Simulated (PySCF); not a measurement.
Planning a shielding job on `CB(C)[C@H]1[C@@H]2C[C@@H]21`.

Method: GIAO PBE0/pcSseg-1 NMR shielding, non-relativistic, gas phase (PySCF 2.14.0, density-fitted response routines). Geometry: GFN2-xTB, MD frame at 250 fs, 200 K. Work: shieldings, ring-centre shieldings, density fitting. The command runs a driver script over a list of jobs; the input below is this job's line of settings and its coordinates in Å.

Command:
```bash
OMP_NUM_THREADS=1 python probes_run.py task.json out
```

Input:
```
{"job": {"kind": "nmr", "xc": "PBE0", "basis": "pcSseg-1", "pop": false}, "charge": 0, "multiplicity": 1}
C     -1.906400     0.463600     1.396700
B     -0.977100    -0.326000     0.396600
C     -1.520000    -1.499500    -0.515400
C      0.549100    -0.070800     0.478400
C      1.575900    -0.830200    -0.325100
C      2.587100     0.271200    -0.574000
C      1.139300     0.521200    -0.800400
H     -2.782000     0.941100     0.924100
H     -1.339900     1.212600     1.931800
H     -2.290300    -0.230000     2.107900
H     -2.601800    -1.552600    -0.591700
H     -1.119600    -1.481300    -1.528600
H     -1.320500    -2.468500    -0.029300
H      0.955500     0.423700     1.374800
H      1.605200    -1.893400    -0.608900
H      3.031600     0.817900     0.282200
H      3.127700     0.173200    -1.466100
H      0.598500     0.979400    -1.646100
```

Hardware: an Arm Neoverse N1 with one thread, shared host. PySCF's memory limit was set to 1200 MB.

Q: How large is the basis?

A: 174 functions for 52 electrons, with 892 fitting functions; the fitted three-index integrals, 892 × 174 × 175/2 numbers of 8 bytes, come to 100 MiB.

Question: Which is nearest to the wall time?
A. 41 s
B. 5.2 s
C. 5.5 min
D. 41 min

Answer: A. The run took 41 s. The SCF took 13 cycles.

Q: Estimate the peak memory.

A: About 0.78 GiB. Peak memory is the resident size of the whole Python process, interpreter and libraries included.

The SCF part of the output:
```
coarse grid: 14424 points
cycle   1  E = -259.5666657504  dE =  9.028e-01  |g| = 4.879e-01  |ddm| = 3.664e+00
cycle   2  E = -259.5603541562  dE =  6.312e-03  |g| = 5.225e-01  |ddm| = 9.331e-01
cycle   3  E = -259.6329141514  dE = -7.256e-02  |g| = 2.604e-02  |ddm| = 4.995e-01
cycle   4  E = -259.6329700272  dE = -5.588e-05  |g| = 2.122e-02  |ddm| = 4.303e-02
cycle   5  E = -259.6330777172  dE = -1.077e-04  |g| = 3.485e-03  |ddm| = 2.132e-02
cycle   6  E = -259.6330803862  dE = -2.669e-06  |g| = 1.046e-03  |ddm| = 3.623e-03
final grid: 137552 points
cycle   7  E = -259.6720418282  dE = -4.127e-05  |g| = 9.074e-03  |ddm| = 3.234e-02
cycle   8  E = -259.6720353298  dE =  6.498e-06  |g| = 1.054e-02  |ddm| = 1.785e-02
cycle   9  E = -259.6720634472  dE = -2.812e-05  |g| = 7.957e-04  |ddm| = 9.494e-03
cycle  10  E = -259.6720635902  dE = -1.429e-07  |g| = 2.210e-04  |ddm| = 8.675e-04
cycle  11  E = -259.6720636014  dE = -1.127e-08  |g| = 6.833e-05  |ddm| = 2.516e-04
cycle  12  E = -259.6720636025  dE = -1.058e-09  |g| = 1.650e-05  |ddm| = 7.519e-05
cycle  13  E = -259.6720636026  dE = -6.844e-11  |g| = 2.011e-06  |ddm| = 1.628e-05
converged SCF energy = -259.6720636026
```

On the final grid dE counts from the start density on that grid.

Other jobs ran on the host; a repeat could differ by tens of per cent or more.
